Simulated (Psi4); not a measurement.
Psi4 input (wB97X-D/6-31G*):

```
memory 1500 MB

molecule {
0 2
C     1.58120600   -0.83682400    0.33867900
Si   -0.03035600    0.05599600   -0.05012300
C    -1.54515900   -0.82762500    0.57351100
O     0.02720700    0.07578800   -1.70358700
O    -0.08332200    1.55223900    0.64002300
H     1.56899300   -1.85740300   -0.04220200
H     2.44011300   -0.31565900   -0.08416800
H     1.68859700   -0.86048900    1.42641900
H    -2.45070900   -0.32281200    0.23473600
H    -1.56578200   -1.85709500    0.21497900
H    -1.54855600   -0.83221500    1.66522800
H     0.52496300    2.22420600    0.32208900
symmetry c1
no_reorient
no_com
}

set {
  basis 6-31G*
  reference uks
  scf_type pk
  dft_radial_points 99
  dft_spherical_points 590
  e_convergence 1e-8
  d_convergence 1e-7
  maxiter 150
}

e = energy('wb97x-d')
print_out(f'\nFINAL {e:.10f} DIPOLE {variable("CURRENT DIPOLE")[0]:.6f} {variable("CURRENT DIPOLE")[1]:.6f} {variable("CURRENT DIPOLE")[2]:.6f}\n')
```

Output:

```
   => Loading Basis Set <=

    Name: 6-31G*
    Role: ORBITAL
    Keyword: BASIS
    atoms 1, 3 entry C          line   111 file 6-31gs.gbs
    atoms 2    entry SI         line   268 file 6-31gs.gbs
    atoms 4-5  entry O          line   145 file 6-31gs.gbs
    atoms 6-12 entry H          line    44 file 6-31gs.gbs

   => WB97X-D: Empirical Dispersion <=

    Chai and Head-Gordon Dispersion Correction
    Chai, J.-D.; Head-Gordon, M. (2010), J. Chem. Phys., 132: 6615-6620

        s6 =       1.000000

         ---------------------------------------------------------
                                   SCF
               by Justin Turney, Rob Parrish, Andy Simmonett
                          and Daniel G. A. Smith
                              UKS Reference
         ---------------------------------------------------------

  ==> Geometry <==

    Molecular point group: c1
    Full point group: C1

    Geometry (in Angstrom), charge = 0, multiplicity = 2:

       Center              X                  Y                   Z               Mass
    ------------   -----------------  -----------------  -----------------  -----------------
         C            1.581206000000    -0.836824000000     0.338679000000    12.000000000000
         SI          -0.030356000000     0.055996000000    -0.050123000000    27.976926534650
         C           -1.545159000000    -0.827625000000     0.573511000000    12.000000000000
         O            0.027207000000     0.075788000000    -1.703587000000    15.994914619570
         O           -0.083322000000     1.552239000000     0.640023000000    15.994914619570
         H            1.568993000000    -1.857403000000    -0.042202000000     1.007825032230
         H            2.440113000000    -0.315659000000    -0.084168000000     1.007825032230
         H            1.688597000000    -0.860489000000     1.426419000000     1.007825032230
         H           -2.450709000000    -0.322812000000     0.234736000000     1.007825032230
         H           -1.565782000000    -1.857095000000     0.214979000000     1.007825032230
         H           -1.548556000000    -0.832215000000     1.665228000000     1.007825032230
         H            0.524963000000     2.224206000000     0.322089000000     1.007825032230

  Running in c1 symmetry.

  Rotational constants: A =      0.13004  B =      0.11644  C =      0.11014 [cm^-1]
  Rotational constants: A =   3898.46195  B =   3490.78811  C =   3301.98209 [MHz]
  Nuclear repulsion =  244.466403772901543

  Charge       = 0
  Multiplicity = 2
  Electrons    = 49
  Nalpha       = 25
  Nbeta        = 24

  ==> Algorithm <==

[...]
      62A      1.187972    63A      1.218524    64A      1.278004
      65A      1.324590    66A      1.362840    67A      1.388760
      68A      1.537488    69A      1.745993    70A      1.755479
      71A      1.781879    72A      1.826015    73A      1.848367
      74A      1.860206    75A      1.908704    76A      1.968587
      77A      2.030138    78A      2.061251    79A      2.166262
      80A      2.216667    81A      2.319653    82A      2.348076
      83A      2.363275    84A      2.368807    85A      2.379525
      86A      2.540838    87A      2.674180    88A      2.777018
      89A      3.118299    90A      3.800405    91A      3.847281
      92A      4.256964    93A      4.303671

    Beta Occupied:

       1A    -66.310169     2A    -19.289882     3A    -19.271628
       4A    -10.287558     5A    -10.281449     6A     -5.417854
       7A     -3.764283     8A     -3.762891     9A     -3.761168
      10A     -1.102695    11A     -1.006609    12A     -0.807250
      13A     -0.787601    14A     -0.632312    15A     -0.526632
      16A     -0.507227    17A     -0.503130    18A     -0.488100
      19A     -0.483470    20A     -0.454116    21A     -0.440611
      22A     -0.411165    23A     -0.385707    24A     -0.374894

    Beta Virtual:

      25A     -0.084648    26A      0.135999    27A      0.166978
      28A      0.177597    29A      0.203553    30A      0.216814
      31A      0.230408    32A      0.244018    33A      0.253745
      34A      0.268447    35A      0.298861    36A      0.309358
      37A      0.399456    38A      0.421391    39A      0.443543
      40A      0.457244    41A      0.584561    42A      0.592866
      43A      0.638141    44A      0.686713    45A      0.765045
      46A      0.811280    47A      0.821303    48A      0.841073
      49A      0.925564    50A      0.927156    51A      0.948444
      52A      0.972718    53A      0.993061    54A      1.008106
      55A      1.010169    56A      1.034055    57A      1.064582
      58A      1.087566    59A      1.099898    60A      1.113603
      61A      1.162934    62A      1.197351    63A      1.244061
      64A      1.284148    65A      1.328281    66A      1.364163
      67A      1.396392    68A      1.545697    69A      1.750072
      70A      1.765337    71A      1.786026    72A      1.831349
      73A      1.876839    74A      1.908129    75A      1.932027
      76A      1.976766    77A      2.045185    78A      2.096399
      79A      2.172689    80A      2.221580    81A      2.322986
      82A      2.350610    83A      2.365093    84A      2.372433
      85A      2.381651    86A      2.541817    87A      2.686673
      88A      2.789508    89A      3.117650    90A      3.822896
      91A      3.860684    92A      4.260144    93A      4.306662

    Final Occupation by Irrep:
              A
    DOCC [    24 ]
    SOCC [     1 ]
    NA   [    25 ]
    NB   [    24 ]

  @UKS Final Energy:  -520.29946645056532

   => Energetics <=

    Nuclear Repulsion Energy =            244.4664037729015433
    One-Electron Energy =               -1201.9757540100790720
    Two-Electron Energy =                 473.5659323078290868
    DFT Exchange-Correlation Energy =     -36.3518610932579378
    Empirical Dispersion Energy =          -0.0041874279589428
    VV10 Nonlocal Energy =                  0.0000000000000000
    Total Energy =                       -520.2994664505653191

  UHF NO Occupations:
  HONO-2 :   23  A 1.9994953
  HONO-1 :   24  A 1.9991187
  HONO-0 :   25  A 1.0000000
  LUNO+0 :   26  A 0.0008813
  LUNO+1 :   27  A 0.0005047
  LUNO+2 :   28  A 0.0003710
  LUNO+3 :   29  A 0.0002105

Computation Completed

Properties will be evaluated at   0.000000,   0.000000,   0.000000 [a0]

Properties computed using the SCF density matrix

 Multipole Moments:

 ------------------------------------------------------------------------------------
     Multipole            Electronic (a.u.)      Nuclear  (a.u.)        Total (a.u.)
 ------------------------------------------------------------------------------------

 L = 1.  Multiply by 2.5417464519 to convert [e a0] to [Debye]
 Dipole X            :          0.3796064           -0.0000057            0.3796008
 Dipole Y            :         -0.0748571           -0.0000019           -0.0748590
 Dipole Z            :          0.4947989           -0.0000246            0.4947743
 Magnitude           :                                                    0.6280941

 ------------------------------------------------------------------------------------

FINAL -520.2994664506 DIPOLE 0.379601 -0.074859 0.494774

*** Psi4 exiting successfully. Buy a developer a beer!
```

The geometry given is a B3LYP-D3(BJ)/def2-TZVP minimum.
